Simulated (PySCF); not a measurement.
Exercise with solution: oscillator strength and radiative lifetime

Al(OH)(PH2)2 (AlH5OP2), SMILES [OH][Al]([PH2])[PH2].

Geometry: B3LYP-D3(BJ)/def2-SVP. The structure was generated by enumeration; whether it is a known compound was not checked. One conformer was computed; it need not be the lowest.

PySCF 2.14.0 with TDDFT-PBE/def2-SVPD puts the first singlet state with f over 0.02 at 4.59 eV (vertical), with the transition dipole (-0.109, 0.095, -0.526) in atomic units.

Task: Find the oscillator strength, the wavelength and the radiative lifetime that this transition would have in vacuum if emission retraced absorption.

Result: 
|μ|² = 0.2976 au, so |μ| = 1.39 D. ΔE = 4.59/27.211 = 0.1687 hartree. f = (2/3) ΔE |μ|² = 0.033 (the program prints 0.033).
λ = 1239.84/4.59 = 270 nm; ν = 37021 cm⁻¹.
Einstein's coefficient A = 0.6670 ν² f s⁻¹ (ν in cm⁻¹) = 3.1e7 s⁻¹, so τ = 1/A = 33 ns. This state is S1. The figure is the radiative limit of this one transition; relaxation, internal conversion, crossing to triplets and a medium change what is measured.
